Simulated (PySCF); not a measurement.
Compound: C6H11NOSi.
SMILES with atom numbers: `[CH3:1][C:2](=[O:3])[NH:4][C@@H:5]1[CH:6]=[CH:7][CH2:8][SiH2:9]1` (hydrogens: H10, H11, H12 on C1; H13 on N4; H14 on C5; H15 on C6; H16 on C7; H17, H18 on C8; H19, H20 on Si9)

Geometry (PBE0-D3(BJ)/def2-SVP, Å), atoms numbered from 1 in this order:
```xyz
20
C6H11NOSi angstrom
C      2.8544   -0.1649    0.2343
C      1.4946    0.4771    0.1939
O      1.2966    1.5304   -0.4009
N      0.4947   -0.1544    0.8435
C     -0.8235    0.4323    0.9047
C     -1.9523   -0.5558    0.8010
C     -3.0646   -0.1627    0.1607
C     -3.0924    1.2184   -0.4279
Si    -1.2199    1.6225   -0.5598
H      2.8655   -1.1411    0.7380
H      3.5500    0.5154    0.7468
H      3.2162   -0.2803   -0.7968
H      0.6940   -0.9987    1.3648
H     -0.9229    1.0132    1.8468
H     -1.8747   -1.5417    1.2751
H     -3.9323   -0.8278    0.0836
H     -3.6427    1.2576   -1.3816
H     -3.6023    1.9250    0.2538
H     -0.7869    1.1062   -1.8894
H     -0.9649    3.0742   -0.3514
```

The closed-shell ground state was solved at several levels (PySCF, density fitting, gas phase, non-relativistic).

```
              level  basis functions  total energy (Eh)  HOMO (eV)  LUMO (eV)  gap (eV)  dipole (D)
CAM-B3LYP/def2-SVPD              275          -654.2155      -8.24       1.00      9.24        3.70
   wB97X-D/pcSseg-1              215          -654.5535      -8.76       2.10     10.86        3.60
```

Question: What might PBE0/pcSseg-1 (215 basis functions) give for the same quantities?

Answer: Total energy -654.1338 Eh, HOMO -6.92 eV, LUMO 0.28 eV, gap 7.20 eV, dipole 3.58 D.

Question: Over all these levels, which gives the widest orbital gap and which the narrowest?

Answer: wB97X-D/pcSseg-1 (range-separated hybrid) has the widest, 10.86 eV, and PBE0/pcSseg-1 (global hybrid, 25 % exact exchange) the narrowest, 7.20 eV. The two share the basis. From the narrowest to the widest the HOMO moves by -1.84 eV and the LUMO by +1.82 eV.

Question: How far do the dipole and the HOMO energy spread over the levels?

Answer: The dipole runs from 3.58 to 3.70 D (mean 3.62 D) and the HOMO from -8.76 to -6.92 eV.

One conformer stands for the species.

The pairwise dispersion term of wB97X-D wasn't added to the energies; at a given geometry it leaves orbitals and properties as they are.
